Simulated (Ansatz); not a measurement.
Two isomers of C3H8OSi: A = `CC1OC[SiH2]1`, B = `C=CCO[SiH3]`.

Computed with Ansatz on PBE0-D4/def2-TZVP structures; ΔE is electronic, products minus reactants. CCSD(T)/CBS is the MP2 limit (def2-TZVPP, def2-QZVPP) plus CCSD(T) − MP2 in def2-TZVPP, frozen cores. DFT in def2-TZVPP. B3LYP here is the variant with VWN-RPA as its local correlation; programs differ in this. One conformer a species, not always the lowest.

A:

```xyz
13

C     0.0952    0.2513   -1.8265
C     0.5118    0.2719   -0.3802
O    -0.3121    1.1890    0.3854
C    -0.5261    0.5047    1.6362
Si    0.0510   -1.1092    0.8395
H     0.7444   -0.4175   -2.3978
H    -0.9364   -0.0895   -1.9393
H     0.1721    1.2514   -2.2626
H     1.5652    0.5759   -0.2963
H    -1.5649    0.6114    1.9551
H     0.1256    0.9015    2.4240
H     1.1106   -1.9287    1.4916
H    -1.0362   -2.0122    0.3708
```

B:

```xyz
13

C    -0.894   -1.916    1.487
C     0.092   -1.340    0.817
C     0.108    0.099    0.432
O     0.387    0.216   -0.951
Si    0.468    1.671   -1.709
H    -0.853   -2.960    1.774
H    -1.780   -1.361    1.778
H     0.967   -1.912    0.521
H     0.882    0.626    1.008
H    -0.858    0.562    0.674
H     1.524    2.529   -1.101
H    -0.829    2.397   -1.602
H     0.786    1.390   -3.127
```

**Question.** Which is lower in electronic energy at CCSD(T)/CBS, and by how much? (Estimate.)

**Answer.** Ansatz gave: B, by 116.9 kJ/mol.

**Question.** Give E(B) − E(A) in kJ/mol with CCSD/def2-TZVPP, PBE-D4, B3LYP, MP2/def2-TZVPP, ωB97M-V, HF/def2-TZVPP, r2SCAN-D4. (Estimate.)

**Answer.** Ansatz gave: CCSD/def2-TZVPP -121.4, PBE-D4 -88.7, B3LYP -124.5, MP2/def2-TZVPP -114.5, ωB97M-V -107.6, HF/def2-TZVPP -157.1, r2SCAN-D4 -104.9. None reverses the order clearly.

Largest T1 diagnostic: 0.012.

In def2-TZVPP, CCSD(T) changes the Hartree–Fock value by +39.7 kJ/mol (the triples alone add +4.0 kJ/mol) and MP2 by +42.6 kJ/mol. From PBE to PBE0 (25 % exact exchange), in def2-TZVPP and without D4, E(B) − E(A) moves by −3.4 kJ/mol.
